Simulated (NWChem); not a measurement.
System: InI₂ cation; SMILES [I][In+][I]

Parts of the log:

```
             Northwest Computational Chemistry Package (NWChem) 7.3.0
             --------------------------------------------------------

 ORDER OF PRIMARY AXIS IS BEING SET TO 4
 D4H symmetry detected

                             Geometry "geometry" -> ""
                             -------------------------

 Output coordinates in angstroms (scale by  1.889725989 to convert to a.u.)

  No.       Tag          Charge          X              Y              Z
 ---- ---------------- ---------- -------------- -------------- --------------
    1 In                  49.0000     0.00000000     0.00000000     0.00000000
    2 I                   53.0000     0.00000000     0.00000000    -2.56610100
    3 I                   53.0000     0.00000000     0.00000000     2.56610100

 Effective nuclear repulsion energy (a.u.)    1360.7321292204

      Symmetry information
      --------------------

 Group name             D4h
 Group number             28
 Group order              16
 No. of unique centers     2

                                 NWChem DFT Module
                                 -----------------

 Summary of "ao basis" -> "ao basis" (spherical)
 ------------------------------------------------------------------------------
       Tag                 Description            Shells   Functions and Types
 ---------------- ------------------------------  ------  ---------------------
 In                         def2-svp                10       26   4s4p2d
 I                          def2-svp                10       26   4s4p2d

      Symmetry analysis of basis
      --------------------------

        a1g        16
        a1u         0
        a2g         0
        a2u        14
        b1g         4
        b1u         2
        b2g         4
        b2u         2
        eg         16
        eu         20

            General Information
            -------------------
          SCF calculation type: DFT
          Wavefunction type:  closed shell.
          No. of atoms     :     3
          No. of electrons :    70
           Alpha electrons :    35
            Beta electrons :    35
          Charge           :     1
          Spin multiplicity:     1
          Use of symmetry is: on ; symmetry adaption is: on
          Maximum number of iterations: 150
          AO basis - number of functions:    78
                     number of shells:    30
          Convergence on energy requested:  1.00D-06
          Convergence on density requested:  1.00D-05
          Convergence on gradient requested:  5.00D-04

              XC Information
              --------------
                         B3LYP Method XC Potential
                     Hartree-Fock (Exact) Exchange  0.200
                        Slater Exchange Functional  0.800 local
                    Becke 1988 Exchange Functional  0.720 non-local
              Lee-Yang-Parr Correlation Functional  0.810
                  VWN I RPA Correlation Functional  0.190 local

             Grid Information
             ----------------
          Grid used for XC integration:  medium
          Radial quadrature: Mura-Knowles
          Angular quadrature: Lebedev.
          Tag              B.-S. Rad. Rad. Pts. Rad. Cut. Ang. Pts.
          ---              ---------- --------- --------- ---------
          In                  1.55      123           9.0       590
          I                   1.40      123          13.0       590
          Grid pruning is: on
          Number of quadrature shells:   246
          Spatial weights used:  Erf1

      Superposition of Atomic Density Guess
      -------------------------------------

 Sum of atomic energies:        -912.30454165

 Renormalizing density from      71.00 to     70

      Non-variational initial energy
      ------------------------------

 Total energy =    -779.958712
 1-e energy   =   -1903.743223
 2-e energy   =     842.811937
 HOMO         =      -0.602490
 LUMO         =      -0.365655

      Symmetry analysis of molecular orbitals - initial
      -------------------------------------------------

 !! scf_movecs_sym_adapt:   12 vectors were symmetry contaminated

  Symmetry fudging

 !! scf_movecs_sym_adapt:   10 vectors were symmetry contaminated

  Numbering of irreducible representations:

     1 a1g         2 a1u         3 a2g         4 a2u         5 b1g
     6 b1u         7 b2g         8 b2u         9 eg         10 eu

  Orbital symmetries:

     1 a2u         2 a1g         3 a1g         4 a2u         5 eu
     6 eu          7 eg          8 eg          9 a1g        10 a2u
    11 eu         12 eu         13 a1g        14 a2u        15 eg
    16 eg         17 eu         18 eu         19 b1g        20 b2g
    21 b2u        22 b1u        23 a1g        24 eg         25 eg
    26 b1g        27 b2g        28 a1g        29 a2u        30 a1g
    31 a2u        32 eu         33 eu         34 eg         35 eg
    36 a1g        37 eu         38 eu         39 a2u        40 a1g
    41 a2u        42 eu         43 eu         44 eg         45 eg

     ---------------------------------------------
      Total Density - Mulliken Population Analysis
     ---------------------------------------------

    Atom       Charge   Shell Charges
 -----------   ------   -------------------------------------------------------
    1 In  21    19.68   2.60 -0.60  0.78  0.30  3.23  2.77  0.47  0.05  9.78  0.30
    2 I   25    25.16   1.83  0.23  1.36  0.54  2.91  3.16  2.89  2.24  9.87  0.15
    3 I   25    25.16   1.83  0.23  1.36  0.54  2.91  3.16  2.89  2.24  9.87  0.15

   convergence    iter        energy       DeltaE   RMS-Dens  Diis-err
 ---------------- ----- ----------------- --------- --------- ---------
 d= 0,ls=0.0,diis     1   -785.5092108622 -1.07D+03  2.58D-02  8.16D-01
 d= 0,ls=0.0,diis     2   -785.3910860692  1.18D-01  1.99D-02  1.16D+00

 !! scf_movecs_sym_adapt:    2 vectors were symmetry contaminated

  Symmetry fudging
 d= 0,ls=0.0,diis     3   -785.5839227229 -1.93D-01  5.38D-03  1.16D-01
 d= 0,ls=0.0,diis     4   -785.6051200933 -2.12D-02  5.09D-04  9.15D-04
 d= 0,ls=0.0,diis     5   -785.6052463651 -1.26D-04  1.54D-04  8.13D-05
  Resetting Diis
 d= 0,ls=0.0,diis     6   -785.6052586703 -1.23D-05  2.95D-05  4.83D-06
 d= 0,ls=0.0,diis     7   -785.6052596248 -9.54D-07  5.13D-06  2.16D-08

         Total DFT energy =     -785.605259624764
      One electron energy =    -1916.952714911833
           Coulomb energy =      911.615010929408
    Exchange-Corr. energy =      -61.240129115514
 Nuclear repulsion energy =      280.972573473175

 Numeric. integr. density =       70.000000043795

                  Occupations of the irreducible representations
                  ----------------------------------------------

                     irrep           alpha         beta
                     --------     --------     --------
                     a1g               7.0          7.0
                     a1u               0.0          0.0
                     a2g               0.0          0.0
                     a2u               6.0          6.0
                     b1g               2.0          2.0
                     b1u               1.0          1.0
                     b2g               2.0          2.0
                     b2u               1.0          1.0
                     eg                8.0          8.0
                     eu                8.0          8.0

                       DFT Final Molecular Orbital Analysis
                       ------------------------------------

 Vector   33  Occ=2.000000D+00  E=-4.787488D-01  Symmetry=eu
              MO Center=  1.4D-15,  3.0D-15, -3.9D-16, r^2= 7.6D+00
   Bfn.  Coefficient  Atom+Function         Bfn.  Coefficient  Atom+Function
  ----- ------------  ---------------      ----- ------------  ---------------
    38      0.386287  2 I  py                64      0.386287  3 I  py
    41      0.297945  2 I  py                67      0.297945  3 I  py
    12      0.182878  1 In py                37      0.183028  2 I  px
    63      0.183028  3 I  px                35     -0.152936  2 I  py
    61     -0.152936  3 I  py                40      0.141170  2 I  px

 Vector   34  Occ=2.000000D+00  E=-4.653399D-01  Symmetry=eg
              MO Center=  8.4D-14, -8.3D-14, -9.0D-14, r^2= 8.2D+00
   Bfn.  Coefficient  Atom+Function         Bfn.  Coefficient  Atom+Function
  ----- ------------  ---------------      ----- ------------  ---------------
    38      0.337526  2 I  py                64     -0.337526  3 I  py
    37     -0.303790  2 I  px                63      0.303790  3 I  px
    41      0.265992  2 I  py                67     -0.265992  3 I  py
    40     -0.239406  2 I  px                66      0.239406  3 I  px
    35     -0.133538  2 I  py                61      0.133538  3 I  py

 Vector   35  Occ=2.000000D+00  E=-4.653399D-01  Symmetry=eg
              MO Center= -1.0D-16, -1.2D-16,  8.9D-14, r^2= 8.2D+00
   Bfn.  Coefficient  Atom+Function         Bfn.  Coefficient  Atom+Function
  ----- ------------  ---------------      ----- ------------  ---------------
    37      0.337526  2 I  px                63     -0.337526  3 I  px
    38      0.303790  2 I  py                64     -0.303790  3 I  py
    40      0.265992  2 I  px                66     -0.265992  3 I  px
    41      0.239406  2 I  py                67     -0.239406  3 I  py
    34     -0.133538  2 I  px                60      0.133538  3 I  px

 Vector   36  Occ=0.000000D+00  E=-3.253830D-01  Symmetry=a1g
              MO Center=  7.3D-16,  1.3D-15,  5.1D-15, r^2= 6.9D+00
   Bfn.  Coefficient  Atom+Function         Bfn.  Coefficient  Atom+Function
  ----- ------------  ---------------      ----- ------------  ---------------
     3      0.663854  1 In s                  4      0.470454  1 In s
    42     -0.409059  2 I  pz                68      0.409059  3 I  pz
    39     -0.399952  2 I  pz                65      0.399952  3 I  pz
     1     -0.331724  1 In s                 19      0.174514  1 In d  0
    36      0.156851  2 I  pz                62     -0.156851  3 I  pz

 Vector   37  Occ=0.000000D+00  E=-2.615387D-01  Symmetry=eu
              MO Center=  3.2D-15,  2.8D-15,  3.6D-16, r^2= 4.5D+00
   Bfn.  Coefficient  Atom+Function         Bfn.  Coefficient  Atom+Function
  ----- ------------  ---------------      ----- ------------  ---------------
    11      0.589481  1 In px                12      0.393507  1 In py
    14      0.371023  1 In px                15      0.247676  1 In py
    40     -0.198979  2 I  px                66     -0.198979  3 I  px
    37     -0.163083  2 I  px                63     -0.163083  3 I  px
     8     -0.142198  1 In px                41     -0.132828  2 I  py

 Vector   38  Occ=0.000000D+00  E=-2.615387D-01  Symmetry=eu
              MO Center=  2.7D-16, -1.5D-15,  5.8D-15, r^2= 4.5D+00
   Bfn.  Coefficient  Atom+Function         Bfn.  Coefficient  Atom+Function
  ----- ------------  ---------------      ----- ------------  ---------------
    12      0.589481  1 In py                11     -0.393507  1 In px
    15      0.371023  1 In py                14     -0.247676  1 In px
    41     -0.198979  2 I  py                67     -0.198979  3 I  py
    38     -0.163083  2 I  py                64     -0.163083  3 I  py
     9     -0.142198  1 In py                40      0.132828  2 I  px

     ---------------------------------------------
      Total Density - Mulliken Population Analysis
     ---------------------------------------------

    Atom       Charge   Shell Charges
 -----------   ------   -------------------------------------------------------
    1 In  21    20.39   2.60 -0.60  1.08  0.24  3.23  2.77  0.84  0.11  9.65  0.48
    2 I   25    24.80   1.83  0.22  1.40  0.49  2.94  3.11  2.59  2.19  9.80  0.23
    3 I   25    24.80   1.83  0.22  1.40  0.49  2.94  3.11  2.59  2.19  9.80  0.23

     -------------------------------------------
      Total Density - Lowdin Population Analysis
     -------------------------------------------

    Atom       Charge   Shell Charges
 -----------   ------   -------------------------------------------------------
    1 In  21    20.68   1.39  0.55  0.79  0.45  3.03  2.83  0.86  0.52  9.38  0.88
    2 I   25    24.66   1.25  0.74  1.07  0.74  2.77  3.18  2.44  2.43  9.48  0.55
    3 I   25    24.66   1.25  0.74  1.07  0.74  2.77  3.18  2.44  2.43  9.48  0.55

     Multipole analysis of the density
     ---------------------------------

     L   x y z        total         alpha         beta         nuclear
     -   - - -        -----         -----         ----         -------
     0   0 0 0      1.000000    -35.000000    -35.000000     71.000000

     1   1 0 0      0.000000      0.000000      0.000000      0.000000
     1   0 1 0     -0.000000     -0.000000     -0.000000      0.000000
     1   0 0 1      0.000000      0.000000      0.000000      0.000000

     2   2 0 0    -52.620695    -26.310348    -26.310348      0.000000
     2   1 1 0      0.000000      0.000000      0.000000      0.000000
     2   1 0 1      0.000000      0.000000      0.000000      0.000000
     2   0 2 0    -52.620695    -26.310348    -26.310348      0.000000
     2   0 1 1     -0.000000     -0.000000     -0.000000      0.000000
     2   0 0 2    -36.002505   -605.876497   -605.876497   1175.750488
```

Level: B3LYP/def2-SVP with def2 effective core potentials on In, I. Geometry: optimised at PBE0/def2-SVP. def2 effective core potentials on In, I; no spin-orbit coupling.

**Question.** Which NWChem input produces such a log?

**Answer.** This is not unique; one that fits is the input that was run:
```
start job
memory heap 200 mb stack 900 mb global 1100 mb
charge 1
geometry units angstroms noautoz
  In     0.000000     0.000000     0.000000
  I      0.000000    -2.566101     0.000000
  I      0.000000     2.566101     0.000000
end
basis spherical
  * library def2-svp
end
ecp
  In library def2-ecp
  I library def2-ecp
end
dft
  xc b3lyp
  iterations 150
  mulliken
end
task dft energy
```
